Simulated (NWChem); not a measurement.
# CHClF2OSi; SMILES F[Si](F)(C=O)Cl

```xyz
7

O      1.0536    -2.2087    -0.0005
C     -0.0673    -1.7747     0.0012
Si    -0.4173     0.1086     0.0001
F     -1.3039     0.4781     1.2883
F     -1.3030     0.4767    -1.2892
Cl     1.2933     1.1876     0.0000
H     -0.9546    -2.4656     0.0035
```
Atoms are numbered in this order, from 1.

All runs use the structure optimised with PBE0/def2-SVP.

 Unshifted, non-relativistic core excitations; the lowest 4 roots alone, so stronger bands may lie above.

List the first Cl K-edge excitations from B3LYP/6-311G** (spherical d), restricted-window TDA (NWChem).


```
state  energy (eV)  dipole oscillator strength           leading excitation (squared amplitude)
-----  -----------  --------------------------  -----------------------------------------------
S1          2760.5                      0.0002    1s of atom 6 or its equivalents → LUMO (1.00)
S2          2762.2                      0.0028  1s of atom 6 or its equivalents → LUMO+1 (0.95)
S3          2763.6                      0.0009  1s of atom 6 or its equivalents → LUMO+2 (0.93)
S4          2764.5                      0.0012  1s of atom 6 or its equivalents → LUMO+4 (0.99)
```
